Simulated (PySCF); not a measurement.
## Correlation energy of Mg (magnesium, neutral)

[Ne] 3s1 3p1, high-spin 3P determinant (an excited configuration). Computed with PySCF 2.14 in dyall-av3z, with no relativity, point nucleus. Frozen: [Ne]; 2 electrons correlated; the 22 highest virtual orbitals of each spin left out.

With two correlated electrons CCSD is exact within the correlated space (frozen core and kept virtual orbitals).

```csv
level,correlation energy (mhartree)
CCSD,-4.41
```

Diagnostics: T1 = 0.0066, D1 = 0.0114, largest double amplitude 0.037.

Cost of the coupled-cluster step: about 24 core-seconds, for 2 correlated electrons.
